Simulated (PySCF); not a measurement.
**Cost of response and excited-state runs on SMILES [SiH3]C1=NC2=CC=NC3=CC=NC(=C1)N32, C9H8N4Si**

Geometry:
```
atom   x (Å)   y (Å)   z (Å)
 Si1   3.840  -0.554   0.065
  C2   1.986  -0.166   0.040
  N3   1.203  -1.258  -0.038
  C4  -0.099  -1.123  -0.064
  C5  -0.947  -2.256  -0.147
  C6  -2.299  -2.068  -0.169
  N7  -2.876  -0.863  -0.116
  C8  -2.107   0.199  -0.040
  C9  -2.662   1.500   0.017
 C10  -1.820   2.574   0.095
 N11  -0.490   2.467   0.122
 C12   0.044   1.265   0.070
 C13   1.447   1.092   0.093
 N14  -0.723   0.114  -0.011
 H15   4.558   0.719   0.150
 H16   4.111  -1.389   1.234
 H17   4.170  -1.262  -1.171
 H18  -0.483  -3.225  -0.190
 H19  -2.988  -2.900  -0.231
 H20  -3.733   1.589  -0.005
 H21  -2.197   3.587   0.141
 H22   2.056   1.977   0.155
```

PySCF with density fitting, on 1 thread of an Arm Neoverse V2, shared host. Command: `OMP_NUM_THREADS=1 python excited_run.py task.json out`

Problem. How long does this run take, and how much memory?
- excited states, CAM-B3LYP/def2-SVP; Tamm-Dancoff; spin-orbit couplings; 5 states; 6 triplets; quadratic response for 4 states

Solution. 
| run | level | basis functions | wall time | peak memory (GiB) |
| --- | --- | --- | --- | --- |
| excited states | CAM-B3LYP/def2-SVP | 240 | 97 s | 1.3 |

Times from a shared host are rough.
